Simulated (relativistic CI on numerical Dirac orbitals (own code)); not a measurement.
## Line list: Electric-dipole lines, Ho40+

Computed by Dirac-Coulomb-Breit CI, orbitals from a KLI potential per configuration, a model potential for QED, unscaled Slater integrals (own radial code, finite nucleus).

Configurations in the expansion (outside the closed core [Ne]): 3s2.3p6.3d9, 3s2.3p5.3d10, 3s.3p6.3d10, 3s2.3p6.3d8.4s, 3s2.3p6.3d8.4p, 3s2.3p6.3d8.4d, 3s2.3p4.3d10.4s, 3s2.3p4.3d10.4p, 3s2.3p5.3d9.4s, 3s2.3p6.3d8.4f, 3s2.3p4.3d10.4d, 3s2.3p5.3d9.4p, 3s.3p5.3d10.4s, 3s.3p5.3d10.4p, 3s2.3p6.3d7.4s2, 3s2.3p5.3d9.4d, 3s2.3p6.3d7.4s.4p, 3s.3p6.3d9.4s, 3s.3p5.3d10.4d, 3p6.3d10.4s, 3s2.3p6.3d8.5s, 3s2.3p6.3d7.4p2, 3s2.3p5.3d9.4f, 3s2.3p6.3d7.4s.4d, 3s2.3p6.3d8.5p, 3s.3p6.3d9.4p, 3p6.3d10.4p, 3s2.3p6.3d8.5d, 3s2.3p6.3d7.4p.4d, 3s2.3p5.3d8.4s2, 3s2.3p6.3d8.5f, 3p6.3d10.4d, 3s.3p6.3d9.4d, 3s2.3p6.3d8.5g, 3s2.3p5.3d8.4s.4p, 3s2.3p6.3d7.4d2. Levels of other configurations are missing.

| λ vac (nm) | Lower | Upper | A (s⁻¹) | log gf | S velocity/length |
| --- | --- | --- | --- | --- | --- |
| 0.65883 | 3s2.3p6.3d9 2D_5/2 [1] | 3s2.3p5.3d9.4d 2F°_7/2 [314] | 2.35e+13 | 0.09 | 0.96 |
| 0.65888 | 3s2.3p6.3d9 2D_5/2 [1] | 3s2.3p5.3d9.4d 2D°_5/2 [313] | 2.58e+13 | 0.00 | 1.00 |
| 0.66019 | 3s2.3p6.3d9 2D_3/2 [2] | 3s2.3p5.3d9.4d 2F°_5/2 [340] | 3.34e+13 | 0.12 | 0.97 |
| 0.66020 | 3s2.3p6.3d9 2D_3/2 [2] | 3s2.3p5.3d9.4d 2D°_3/2 [339] | 4.35e+13 | 0.06 | 0.98 |
| 0.66419 | 3s2.3p6.3d9 2D_5/2 [1] | 3s2.3p5.3d9.4d 2F°_7/2 [298] | 1.88e+13 | 0.00 | 0.97 |
| 0.66720 | 3s2.3p6.3d9 2D_5/2 [1] | 3s2.3p5.3d9.4d 2D°_5/2 [289] | 2.77e+13 | 0.04 | 0.95 |
| 0.72653 | 3s2.3p6.3d9 2D_3/2 [2] | 3s2.3p6.3d8.4f 2F°_5/2 [255] | 1.74e+14 | 0.92 | 0.95 |
| 0.72840 | 3s2.3p6.3d9 2D_5/2 [1] | 3s2.3p6.3d8.4f 2F°_7/2 [225] | 2.49e+14 | 1.20 | 0.95 |
| 0.72857 | 3s2.3p6.3d9 2D_5/2 [1] | 3s2.3p6.3d8.4f 2D°_5/2 [224] | 2.24e+14 | 1.03 | 0.93 |
| 0.72941 | 3s2.3p6.3d9 2D_5/2 [1] | 3s2.3p6.3d8.4f 2D°_3/2 [222] | 9.55e+13 | 0.48 | 0.93 |
| 0.73097 | 3s2.3p6.3d9 2D_3/2 [2] | 3s2.3p6.3d8.4f 2D°_3/2 [250] | 2.19e+14 | 0.85 | 0.93 |
| 0.73148 | 3s2.3p6.3d9 2D_5/2 [1] | 3s2.3p6.3d8.4f 2P°_3/2 [221] | 9.87e+13 | 0.50 | 0.93 |
| 0.73220 | 3s2.3p6.3d9 2D_3/2 [2] | 3s2.3p6.3d8.4f 2F°_5/2 [249] | 8.49e+13 | 0.61 | 0.95 |
| 0.73643 | 3s2.3p6.3d9 2D_3/2 [2] | 3s2.3p6.3d8.4f 2P°_1/2 [242] | 1.30e+14 | 0.32 | 0.93 |
| 0.74689 | 3s2.3p6.3d9 2D_3/2 [2] | 3s2.3p6.3d8.4f 2P°_1/2 [223] | 9.76e+13 | 0.21 | 0.93 |
| 0.74738 | 3s2.3p6.3d9 2D_3/2 [2] | 3s2.3p6.3d8.4f 2D°_3/2 [222] | 3.10e+13 | 0.02 | 0.93 |
| 0.74956 | 3s2.3p6.3d9 2D_3/2 [2] | 3s2.3p6.3d8.4f 2P°_3/2 [221] | 2.93e+13 | -0.01 | 0.93 |
| 0.74966 | 3s2.3p6.3d9 2D_3/2 [2] | 3s2.3p6.3d8.4f 2F°_5/2 [220] | 4.11e+13 | 0.32 | 0.95 |
| 0.75097 | 3s2.3p6.3d9 2D_5/2 [1] | 3s2.3p6.3d8.4f 4G°_7/2 [172] | 4.30e+13 | 0.46 | 0.95 |
| 0.75130 | 3s2.3p6.3d9 2D_5/2 [1] | 3s2.3p6.3d8.4f 2D°_5/2 [171] | 4.06e+13 | 0.31 | 0.93 |
| 0.75429 | 3s2.3p6.3d9 2D_5/2 [1] | 3s2.3p6.3d8.4f 2D°_3/2 [168] | 2.75e+13 | -0.03 | 0.93 |
| 0.78466 | 3s2.3p6.3d9 2D_5/2 [1] | 3s2.3p5.3d9.4s 2F°_7/2 [127] | 1.17e+13 | -0.06 | 0.97 |
| 3.2597 | 3s2.3p6.3d8.4s 2F_7/2 [7] | 3s2.3p5.3d9.4s 2D°_5/2 [137] | 1.76e+12 | 0.22 | 0.86 |
| 3.2628 | 3s2.3p6.3d8.4s 4F_9/2 [6] | 3s2.3p5.3d9.4s 4D°_7/2 [136] | 1.69e+12 | 0.33 | 0.86 |
| 6.6695 | 3s2.3p6.3d8.4p 2G°_9/2 [20] | 3s2.3p6.3d8.4d 2H_11/2 [69] | 4.19e+11 | 0.53 | 1.10 |
| 8.5256 | 3s2.3p6.3d8.4s 4F_9/2 [6] | 3s2.3p6.3d8.4p 4F°_9/2 [36] | 1.23e+11 | 0.13 | 0.95 |
| 8.5462 | 3s2.3p6.3d8.4s 2D_5/2 [8] | 3s2.3p6.3d8.4p 2F°_7/2 [40] | 1.84e+11 | 0.21 | 1.05 |
| 8.6821 | 3s2.3p6.3d8.4s 4F_7/2 [11] | 3s2.3p6.3d8.4p 4G°_9/2 [46] | 2.00e+11 | 0.35 | 1.09 |
| 8.6857 | 3s2.3p6.3d8.4s 4F_9/2 [6] | 3s2.3p6.3d8.4p 4G°_11/2 [35] | 2.00e+11 | 0.43 | 1.11 |
| 8.7755 | 3s2.3p6.3d8.4s 2G_9/2 [16] | 3s2.3p6.3d8.4p 2H°_11/2 [55] | 1.95e+11 | 0.43 | 1.14 |

Terms are leading LS components. Brackets give the number of a level in order of energy, since labels repeat. The list gives strong lines, with weight on those to low levels, among the lowest 400 of 3960 levels, so that lines to higher ones, which can be the strongest, are missing. Levels whose partners in the same complex of configurations lie outside the list can be far off, and so can their lines. Rates are taken at the computed energies, electric ones in the length gauge. A velocity-to-length ratio far from 1 marks an uncertain rate.

At this charge energies of transitions that change n are usually good to better than 1 %, and those within a shell (Δn = 0) to a few per cent.

LS names give the leading component of a level, which can be under half, so a name can repeat, a term be missing and a line seem to break the LS rules.
